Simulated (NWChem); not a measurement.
System: C2H6OSi2; SMILES [SiH2]1O[SiH2]C=C1

Output (shortened):

```
             Northwest Computational Chemistry Package (NWChem) 7.3.0
             --------------------------------------------------------

                             Geometry "geometry" -> ""
                             -------------------------

 Output coordinates in angstroms (scale by  1.889725989 to convert to a.u.)

  No.       Tag          Charge          X              Y              Z
 ---- ---------------- ---------- -------------- -------------- --------------
    1 C                    6.0000     0.67471100     0.00000000     1.37807600
    2 C                    6.0000    -0.67471100     0.00000000     1.37807600
    3 Si                  14.0000    -1.41629400     0.00000000    -0.35100600
    4 O                    8.0000     0.00000000     0.00000000    -1.24959300
    5 Si                  14.0000     1.41629400     0.00000000    -0.35100600
    6 H                    1.0000     1.24203000     0.00000000     2.31793300
    7 H                    1.0000    -1.24203000     0.00000000     2.31793300
    8 H                    1.0000    -2.23747200    -1.21197900    -0.64331900
    9 H                    1.0000    -2.23747200     1.21197900    -0.64331900
   10 H                    1.0000     2.23747200    -1.21197900    -0.64331900
   11 H                    1.0000     2.23747200     1.21197900    -0.64331900

 Effective nuclear repulsion energy (a.u.)     284.6756368993

                              NWChem Property Module
                              ----------------------

  itol2e modified to match energy
  convergence criterion.

                                 NWChem DFT Module
                                 -----------------

 Summary of "ao basis" -> "ao basis" (spherical)
 ------------------------------------------------------------------------------
       Tag                 Description            Shells   Functions and Types
 ---------------- ------------------------------  ------  ---------------------
 C                          def2-svp                 6       14   3s2p1d
 Si                         def2-svp                 8       18   4s3p1d
 O                          def2-svp                 6       14   3s2p1d
 H                          def2-svp                 3        5   2s1p

  itol2e modified to match energy
  convergence criterion.

            General Information
            -------------------
          SCF calculation type: DFT
          Wavefunction type:  closed shell.
          No. of atoms     :    11
          No. of electrons :    54
           Alpha electrons :    27
            Beta electrons :    27
          Charge           :     0
          Spin multiplicity:     1
          Use of symmetry is: off; symmetry adaption is: off
          Maximum number of iterations: 150
          AO basis - number of functions:   108
                     number of shells:    52
          Convergence on energy requested:  1.00D-07
          Convergence on density requested:  1.00D-05
          Convergence on gradient requested:  5.00D-04

              XC Information
              --------------
                         PBE0 Method XC Functional
                     Hartree-Fock (Exact) Exchange  0.250
          PerdewBurkeErnzerhof Exchange Functional  0.750
            Perdew 1991 LDA Correlation Functional  1.000 local
           PerdewBurkeErnz. Correlation Functional  1.000 non-local

             Grid Information
             ----------------
          Grid used for XC integration:  fine
          Radial quadrature: Mura-Knowles
          Angular quadrature: Lebedev.
          Tag              B.-S. Rad. Rad. Pts. Rad. Cut. Ang. Pts.
          ---              ---------- --------- --------- ---------
          C                   0.70       70          11.0       590
          Si                  1.10      123          11.0       770
          O                   0.60       70          10.0       590
          H                   0.35       60          13.0       590
          Grid pruning is: on
          Number of quadrature shells:   816
          Spatial weights used:  Erf1

      Superposition of Atomic Density Guess
      -------------------------------------

 Sum of atomic energies:        -730.41353765

      Non-variational initial energy
      ------------------------------

 Total energy =    -732.820426
 1-e energy   =   -1574.239789
 2-e energy   =     556.743727
 HOMO         =      -0.326378
 LUMO         =      -0.027211

   convergence    iter        energy       DeltaE   RMS-Dens  Diis-err
 ---------------- ----- ----------------- --------- --------- ---------
 d= 0,ls=0.0,diis     1   -733.2899903429 -1.02D+03  1.11D-02  6.21D-01
 d= 0,ls=0.0,diis     2   -733.2434795968  4.65D-02  6.71D-03  1.22D+00
 d= 0,ls=0.0,diis     3   -733.3617444500 -1.18D-01  1.32D-03  3.02D-02
 d= 0,ls=0.0,diis     4   -733.3644959497 -2.75D-03  4.13D-04  2.28D-03
 d= 0,ls=0.0,diis     5   -733.3648053707 -3.09D-04  1.02D-04  1.37D-04
  Resetting Diis
 d= 0,ls=0.0,diis     6   -733.3648245785 -1.92D-05  2.78D-05  8.54D-06
 d= 0,ls=0.0,diis     7   -733.3648258141 -1.24D-06  7.82D-06  2.02D-07
 d= 0,ls=0.0,diis     8   -733.3648258252 -1.11D-08  3.54D-06  1.40D-07

         Total DFT energy =     -733.364825825216
      One electron energy =    -1578.293396299252
           Coulomb energy =      623.379800611733
    Exchange-Corr. energy =      -63.126867037004
 Nuclear repulsion energy =      284.675636899307

 Numeric. integr. density =       54.000000676310

                       DFT Final Molecular Orbital Analysis
                       ------------------------------------

 Vector   25  Occ=2.000000D+00  E=-3.198691D-01
              MO Center= -2.4D-08, -5.2D-10, -1.8D-01, r^2= 3.5D+00
   Bfn.  Coefficient  Atom+Function         Bfn.  Coefficient  Atom+Function
  ----- ------------  ---------------      ----- ------------  ---------------
    51      0.434854   4 O  py               54      0.338141   4 O  py
     5     -0.228985   1 C  py               19     -0.228985   2 C  py
     8     -0.164244   1 C  py               22     -0.164244   2 C  py
    89      0.114636   8 H  s                94     -0.114636   9 H  s
    99      0.114636  10 H  s               104     -0.114636  11 H  s

[...]

          -----------------------
          Electric field gradient
          -----------------------

 1 a.u. = 0.324123 10**(16) esu/cm**3  ( or statvolts/cm**2 ) = 0.97174 10**(22) v/m**2

 ------------------------------------------------------------
   Atom      X         Y         Z
 ------------------------------------------------------------
    1 C    1.27502   0.00000   2.60419
 ------------------------------------------------------------

 Electric field gradient in molecular frame (a.u.)
         XX             YY             ZZ             XY             XZ             YZ
 ------------------------------------------------------------------------------------------
        0.184817      -0.336060       0.151243      -0.000000      -0.064122       0.000000

 Principal components (a.u.) and orientation
 of principal axis w.r.t. absolute frame                      Asymmetry parameter eta
 --------------------------------------------------------------------------------------
       -0.336060       0.234312       0.101747                       0.394469

        0.000000       0.791600       0.611039
        1.000000      -0.000000       0.000000
       -0.000000      -0.611039       0.791600

 ------------------------------------------------------------
   Atom      X         Y         Z
 ------------------------------------------------------------
    2 C   -1.27502   0.00000   2.60419
 ------------------------------------------------------------

 Electric field gradient in molecular frame (a.u.)
         XX             YY             ZZ             XY             XZ             YZ
 ------------------------------------------------------------------------------------------
        0.184817      -0.336060       0.151243      -0.000000       0.064122      -0.000000

 Principal components (a.u.) and orientation
 of principal axis w.r.t. absolute frame                      Asymmetry parameter eta
 --------------------------------------------------------------------------------------
       -0.336060       0.234312       0.101747                       0.394469

        0.000000       0.791600      -0.611039
        1.000000      -0.000000       0.000000
       -0.000000       0.611039       0.791600

 ------------------------------------------------------------
   Atom      X         Y         Z
 ------------------------------------------------------------
    3 Si  -2.67641   0.00000  -0.66331
 ------------------------------------------------------------

 Electric field gradient in molecular frame (a.u.)
         XX             YY             ZZ             XY             XZ             YZ
 ------------------------------------------------------------------------------------------
       -0.108207       0.243507      -0.135301       0.000000       0.374559      -0.000000

 Principal components (a.u.) and orientation
 of principal axis w.r.t. absolute frame                      Asymmetry parameter eta
 --------------------------------------------------------------------------------------
       -0.496558       0.253050       0.243507                       0.019218

       -0.694210       0.719772       0.000000
        0.000000      -0.000000       1.000000
        0.719772       0.694210       0.000000

 ------------------------------------------------------------
   Atom      X         Y         Z
 ------------------------------------------------------------
    4 O    0.00000   0.00000  -2.36139
 ------------------------------------------------------------

 Electric field gradient in molecular frame (a.u.)
         XX             YY             ZZ             XY             XZ             YZ
 ------------------------------------------------------------------------------------------
       -0.906937       0.679687       0.227250      -0.000000       0.000000      -0.000000

 Principal components (a.u.) and orientation
 of principal axis w.r.t. absolute frame                      Asymmetry parameter eta
 --------------------------------------------------------------------------------------
       -0.906937       0.679687       0.227250                       0.498863

        1.000000      -0.000000       0.000000
        0.000000       1.000000       0.000000
       -0.000000      -0.000000       1.000000

 ------------------------------------------------------------
   Atom      X         Y         Z
 ------------------------------------------------------------
    5 Si   2.67641   0.00000  -0.66331
 ------------------------------------------------------------

 Electric field gradient in molecular frame (a.u.)
         XX             YY             ZZ             XY             XZ             YZ
 ------------------------------------------------------------------------------------------
       -0.108207       0.243507      -0.135301      -0.000000      -0.374559      -0.000000

 Principal components (a.u.) and orientation
 of principal axis w.r.t. absolute frame                      Asymmetry parameter eta
 --------------------------------------------------------------------------------------
       -0.496558       0.253050       0.243507                       0.019218

        0.694210       0.719772       0.000000
        0.000000      -0.000000       1.000000
        0.719772      -0.694210      -0.000000

 ------------------------------------------------------------
   Atom      X         Y         Z
 ------------------------------------------------------------
    6 H    2.34710   0.00000   4.38026
 ------------------------------------------------------------

 Electric field gradient in molecular frame (a.u.)
         XX             YY             ZZ             XY             XZ             YZ
 ------------------------------------------------------------------------------------------
        0.029040       0.155592      -0.184631       0.000000      -0.204548       0.000000

 Principal components (a.u.) and orientation
 of principal axis w.r.t. absolute frame                      Asymmetry parameter eta
 --------------------------------------------------------------------------------------
       -0.308563       0.155592       0.152972                       0.008490

        0.518191      -0.000000       0.855265
       -0.000000       1.000000       0.000000
        0.855265       0.000000      -0.518191

 ------------------------------------------------------------
   Atom      X         Y         Z
 ------------------------------------------------------------
    7 H   -2.34710   0.00000   4.38026
 ------------------------------------------------------------

 Electric field gradient in molecular frame (a.u.)
         XX             YY             ZZ             XY             XZ             YZ
 ------------------------------------------------------------------------------------------
        0.029040       0.155592      -0.184631      -0.000000       0.204548       0.000000

 Principal components (a.u.) and orientation
 of principal axis w.r.t. absolute frame                      Asymmetry parameter eta
 --------------------------------------------------------------------------------------
       -0.308563       0.155592       0.152972                       0.008490

       -0.518191      -0.000000       0.855265
       -0.000000       1.000000       0.000000
        0.855265      -0.000000       0.518191

 ------------------------------------------------------------
   Atom      X         Y         Z
 ------------------------------------------------------------
    8 H   -4.22821  -2.29031  -1.21570
 ------------------------------------------------------------

 Electric field gradient in molecular frame (a.u.)
         XX             YY             ZZ             XY             XZ             YZ
 ------------------------------------------------------------------------------------------
        0.005614      -0.069224       0.063610      -0.097057      -0.021086      -0.033990

 Principal components (a.u.) and orientation
 of principal axis w.r.t. absolute frame                      Asymmetry parameter eta
 --------------------------------------------------------------------------------------
       -0.143533       0.073634       0.069899                       0.026018

        0.554226       0.584024      -0.593084
        0.810527      -0.540813       0.224871
        0.189418       0.605340       0.773100

 ------------------------------------------------------------
   Atom      X         Y         Z
 ------------------------------------------------------------
    9 H   -4.22821   2.29031  -1.21570
 ------------------------------------------------------------

 Electric field gradient in molecular frame (a.u.)
         XX             YY             ZZ             XY             XZ             YZ
 ------------------------------------------------------------------------------------------
        0.005614      -0.069224       0.063610       0.097057      -0.021086       0.033990

 Principal components (a.u.) and orientation
 of principal axis w.r.t. absolute frame                      Asymmetry parameter eta
 --------------------------------------------------------------------------------------
       -0.143533       0.073634       0.069899                       0.026018

       -0.554226       0.584024      -0.593084
        0.810527       0.540813      -0.224871
       -0.189418       0.605340       0.773100

[...]
```

Level: PBE0/def2-SVP. The geometry was optimised at PBE0/def2-SVP. NWChem prints the field gradient with the sign opposite to the second derivative of the potential.

**Question.** Reconstruct the input file.

**Answer.** One answer among several that fit: the input that was run:
```
start job
memory heap 200 mb stack 900 mb global 1100 mb
geometry units angstroms noautosym nocenter noautoz
  C      0.674711     0.000000     1.378076
  C     -0.674711     0.000000     1.378076
  Si    -1.416294     0.000000    -0.351006
  O      0.000000     0.000000    -1.249593
  Si     1.416294     0.000000    -0.351006
  H      1.242030     0.000000     2.317933
  H     -1.242030     0.000000     2.317933
  H     -2.237472    -1.211979    -0.643319
  H     -2.237472     1.211979    -0.643319
  H      2.237472    -1.211979    -0.643319
  H      2.237472     1.211979    -0.643319
end
basis spherical
  * library def2-svp
end
dft
  xc pbe0
  iterations 150
end
property
  efieldgrad
end
task dft property
```
